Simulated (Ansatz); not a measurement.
## Nudged elastic band run: H4O2Zn

input.yaml

```yaml
crystal:
  periodic: [false, false, false]
  atoms:
    - { symbol: Zn, position_ang: [-0.521306, -0.016043, -0.198411] }
    - { symbol: O, position_ang: [-0.218171, 0.306426, 1.528204] }
    - { symbol: H, position_ang: [-0.473834, -0.419364, 2.112902] }
    - { symbol: O, position_ang: [-0.902536, -0.186001, -1.922441] }
    - { symbol: H, position_ang: [-0.148994, -0.456924, -2.463188] }
    - { symbol: H, position_ang: [2.661218, -0.80109, 1.938405] }
    - { symbol: H, position_ang: [1.981722, -0.467606, 1.83233] }
basis:
  gaussian: { orbitals: def2-SVP }
hamiltonian:
  xc: b3lyp
neb:
  order_check: false
  images: 7
  f_tol: 0.05
  max_iterations: 60
  final_atoms:
    - { symbol: Zn, position_ang: [1.3459228, -0.2902135, 0.0163294] }
    - { symbol: O, position_ang: [-0.05238422, 0.04486746, 1.70544513] }
    - { symbol: H, position_ang: [-0.6892245, -0.04342571, 0.94778322] }
    - { symbol: O, position_ang: [-0.33753599, -0.4092138, -0.71188205] }
    - { symbol: H, position_ang: [-0.5121981, -0.33275661, -1.65517674] }
    - { symbol: H, position_ang: [2.86318202, -0.3136367, 0.22687469] }
    - { symbol: H, position_ang: [-0.23966301, -0.69622314, 2.29842733] }
  initial_path:
    images:
      - { positions_ang: [[-0.521306, -0.016043, -0.198411], [-0.218171, 0.306426, 1.528204], [-0.473834, -0.419364, 2.112902], [-0.902536, -0.186001, -1.922441], [-0.148994, -0.456924, -2.463188], [2.661218, -0.80109, 1.938405], [1.981722, -0.467606, 1.83233]] }
      - { positions_ang: [[-0.39813404, -0.01164134, -0.14202754], [-0.13656233, 0.22222266, 1.6867784], [-0.54896768, -0.39666617, 2.22278848], [-0.7126802, -0.1324285, -1.88158368], [-0.08662152, -0.56284096, -2.37890508], [2.42620656, -0.71570454, 1.57856242], [1.8348582, -0.44354315, 1.742188]] }
      - { positions_ang: [[-0.27496207, -0.00723968, -0.08564408], [-0.05495365, 0.13801933, 1.84535281], [-0.62410137, -0.37396834, 2.33267496], [-0.52282439, -0.07885601, -1.84072637], [-0.02424903, -0.66875791, -2.29462216], [2.19119512, -0.63031909, 1.21871984], [1.6879944, -0.4194803, 1.652046]] }
      - { positions_ang: [[-0.15179011, -0.00283802, -0.02926061], [0.02665502, 0.05381599, 2.00392721], [-0.69923505, -0.35127051, 2.44256144], [-0.33296859, -0.02528351, -1.79986905], [0.03812345, -0.77467487, -2.21033924], [1.95618367, -0.54493363, 0.85887725], [1.5411306, -0.39541745, 1.561904]] }
      - { positions_ang: [[-0.02861815, 0.00156363, 0.02712285], [0.1082637, -0.03038734, 2.16250162], [-0.77436873, -0.32857268, 2.55244792], [-0.14311278, 0.02828898, -1.75901173], [0.10049593, -0.88059182, -2.12605633], [1.72117223, -0.45954817, 0.49903467], [1.3942668, -0.3713546, 1.471762]] }
      - { positions_ang: [[0.31501709, -0.07138065, 0.02442449], [0.06810172, -0.01157364, 2.0482375], [-0.75308267, -0.25728594, 2.15128174], [-0.19171858, -0.08108671, -1.49722931], [-0.05267758, -0.74363302, -2.00833643], [2.00667468, -0.4230703, 0.43099468], [0.98578435, -0.45257173, 1.67842833]] }
      - { positions_ang: [[0.65865232, -0.14432493, 0.02172612], [0.02793974, 0.00724006, 1.93397338], [-0.73179662, -0.1859992, 1.75011557], [-0.24032439, -0.19046241, -1.23544689], [-0.20585109, -0.60667421, -1.89061653], [2.29217713, -0.38659244, 0.36295468], [0.5773019, -0.53378887, 1.88509466]] }
      - { positions_ang: [[1.00228756, -0.21726922, 0.01902776], [-0.01222224, 0.02605376, 1.81970926], [-0.71051056, -0.11471246, 1.3489494], [-0.28893019, -0.29983811, -0.97366447], [-0.35902459, -0.46971541, -1.77289663], [2.57767958, -0.35011457, 0.29491469], [0.16881944, -0.61500601, 2.091761]] }
      - { positions_ang: [[1.3459228, -0.2902135, 0.0163294], [-0.05238422, 0.04486746, 1.70544513], [-0.6892245, -0.04342571, 0.94778322], [-0.33753599, -0.4092138, -0.71188205], [-0.5121981, -0.33275661, -1.65517674], [2.86318202, -0.3136367, 0.22687469], [-0.23966301, -0.69622314, 2.29842733]] }
```

Launched with:

```bash
$ ansatz run input.yaml --threads 1 --pin off --max-ram 2048MiB --backend cpu --events-out ev --progress --plain --runs-dir out
```

Output, in part (warnings, iteration lines, the closing report on the highest movable image, with atoms numbered from 0):

```
NEB end point (image 0): max|allowed force component| = 1.809e-2 eV/Å (the criterion of neb.relax_end_points is 1.000e-2)
NEB end point (image 8): max|allowed force component| = 1.457e-2 eV/Å (the criterion of neb.relax_end_points is 1.000e-2)
NEB iter   1: max|band force component| = 2.967e1 eV/Å  barrier→ = 5.8167 eV  barrier← = 6.4520 eV  Δτ_max = 0.2000 Å  (232 SCF iters)
NEB iter   2: max|band force component| = 4.613e0 eV/Å  barrier→ = 0.9959 eV  barrier← = 1.6311 eV  Δτ_max = 0.1980 Å  (218 SCF iters)
NEB iter   3: max|band force component| = 1.775e0 eV/Å  barrier→ = 1.0083 eV  barrier← = 1.6435 eV  Δτ_max = 0.1981 Å  (204 SCF iters)
NEB iter   4: max|band force component| = 1.404e0 eV/Å  barrier→ = 0.9850 eV  barrier← = 1.6203 eV  Δτ_max = 0.1955 Å  (209 SCF iters)
NEB iter   5: max|band force component| = 1.827e0 eV/Å  barrier→ = 0.7016 eV  barrier← = 1.3368 eV  Δτ_max = 0.1016 Å  (216 SCF iters)
NEB iter   6: max|band force component| = 6.792e-1 eV/Å  barrier→ = 0.7163 eV  barrier← = 1.3516 eV  Δτ_max = 0.1910 Å  (205 SCF iters)
NEB iter   7: max|band force component| = 2.536e0 eV/Å  barrier→ = 0.8431 eV  barrier← = 1.4783 eV  Δτ_max = 0.0979 Å  (204 SCF iters)
NEB iter   8: max|band force component| = 6.939e-1 eV/Å  barrier→ = 0.7907 eV  barrier← = 1.4259 eV  Δτ_max = 0.1921 Å  (207 SCF iters)
NEB iter   9: max|band force component| = 7.556e-1 eV/Å  barrier→ = 0.6685 eV  barrier← = 1.3037 eV  CI = image 3  Δτ_max = 0.2000 Å  (219 SCF iters)
NEB iter  10: max|band force component| = 3.536e-1 eV/Å  barrier→ = 0.9335 eV  barrier← = 1.5688 eV  CI = image 3  Δτ_max = 0.1895 Å  (211 SCF iters)
NEB iter  11: max|band force component| = 8.410e-1 eV/Å  barrier→ = 0.8886 eV  barrier← = 1.5238 eV  CI = image 3  Δτ_max = 0.1000 Å  (212 SCF iters)
NEB iter  12: max|band force component| = 1.922e-1 eV/Å  barrier→ = 0.8809 eV  barrier← = 1.5162 eV  CI = image 3  Δτ_max = 0.1914 Å  (201 SCF iters)
NEB iter  13: max|band force component| = 1.109e-1 eV/Å  barrier→ = 0.8816 eV  barrier← = 1.5168 eV  CI = image 3  Δτ_max = 0.0499 Å  (194 SCF iters)
NEB iter  14: max|band force component| = 7.341e-2 eV/Å  barrier→ = 0.8785 eV  barrier← = 1.5138 eV  CI = image 3  Δτ_max = 0.0301 Å  (193 SCF iters)
NEB iter  15: max|band force component| = 4.783e-2 eV/Å  barrier→ = 0.8783 eV  barrier← = 1.5136 eV  CI = image 3  Δτ_max = 0.0000 Å  (365 SCF iters)
Total energy: -52569.17038443 eV, -1931.8813789643 hartree
Atom 0 at     0.233628    -0.204440    -0.011254 Å, force    -0.008103     0.008657     0.015027 eV/Å
Atom 1 at     0.047294     0.177962     1.889252 Å, force     0.005202    -0.031360    -0.010247 eV/Å
Atom 2 at    -0.535062    -0.360393     2.447837 Å, force    -0.002322     0.019469     0.008326 eV/Å
Atom 3 at    -0.546760    -0.280212    -1.623213 Å, force     0.026115    -0.000723     0.010433 eV/Å
Atom 4 at     0.075655    -0.504352    -2.327751 Å, force    -0.010781    -0.002209    -0.005274 eV/Å
Atom 5 at     1.877718    -0.563176     0.873326 Å, force    -0.015916     0.016597     0.018606 eV/Å
Atom 6 at     1.225626    -0.305991     1.579605 Å, force     0.005805    -0.010431    -0.036871 eV/Å
Dipole moment:     0.133129    -0.262982     0.144879 e Å
```

The forces met the threshold. A vibrational analysis at the climbing image gives one clearly imaginary mode, 1201i cm⁻¹: a first-order saddle point. The orbitals stay closed-shell, which can raise the energy where a bond breaks towards radicals; this wasn't checked here.

Final band (atoms are numbered from 1 in the order of the input):

```tsv
image	path coordinate (Å)	energy (kcal/mol)	H6–H7 (Å)	Zn1–H6 (Å)	O2–H7 (Å)
0	0.00	0.0	0.76	3.91	2.35
1	0.80	0.2	0.76	3.46	2.37
2	1.60	3.5	0.77	2.63	1.99
3	2.40	20.3	1.00	1.90	1.31
4	3.14	-1.8	1.75	1.58	0.98
5	3.88	-7.0	2.45	1.55	0.97
6	4.61	-9.5	3.01	1.54	0.97
7	5.35	-12.3	3.43	1.54	0.97
8	6.09	-14.6	3.75	1.53	0.97
```

The run took 8.9 min on 1 thread of Arm Neoverse N1 (shared host), peak memory 0.16 GiB.
